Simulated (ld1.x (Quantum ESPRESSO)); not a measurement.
**Ga (Z = 31): one change to a TM potential, before and after**

gallium, norm-conserving Troullier–Martins (Kleinman–Bylander form), made with ld1.x (Quantum ESPRESSO) 7.5 (PW91, scalar-relativistic). Core [Ar] 3d10, reference 4s2 4p1. Waves: 4s (bound): rc 1.95 bohr; 4p (bound): rc 2.40 bohr. Local part: the p channel. Core correction: a·sin(br)/r model core inside 1.25 bohr.

Change: wave 4p (bound): rc 2.40 bohr becomes 4p (bound): rc 1.56 bohr.

Cutoffs: the cutoffs (Ry, on a coarse ladder) from which the occupation-weighted sum of valence levels, in a spherical-Bessel basis at the reference potential, stays within 10 and 1 mRy of its value at 400 Ry; they do not see the model core or the augmentation charge, which bear on the density cutoff. Errors are all-electron minus pseudo energies relative to the spin-unpolarised reference configuration.

Q: Predict the effect on cutoff, ghosts and configuration errors.

A: The potential gets harder (15 Ry and 35 Ry → 30 Ry and 45 Ry); both files keep a bound ghost (s); the errors of the 7 common tests hardly move. A smaller radius makes the pseudo-wave follow the all-electron one further in, where it bends more sharply, so more plane waves are needed.

```tsv
quantity	base	changed
cutoff, loose	15 Ry	30 Ry
cutoff, tight	35 Ry	45 Ry
loose cutoff by channel (10 mRy a level)	s 12 Ry, p 6 Ry	s 12 Ry, p 25 Ry
bound ghosts	s	s
error for 4s2 4p0, meV [ΔE 5.75 eV]	-14	-13
error for 4s1 4p0, meV [ΔE 26.97 eV]	-206	-194
error for 4s2 4p0.5, meV [ΔE 2.05 eV]	-2.2	-1.9
error for 4s2 4p1.3, meV [ΔE -0.54 eV]	-0.1	-0.1
error for 4s1 4p1, meV [ΔE 13.15 eV]	-55	-49
error for 4s1 4p2, meV [ΔE 6.57 eV]	-19	-17
error for 4s0 4p3, meV [ΔE 13.43 eV]	-70	-63
```

 A true bound ghost makes a file unfit for plane-wave use even where its test errors are small: the radial tests pick states by their node count and pass the ghost by.
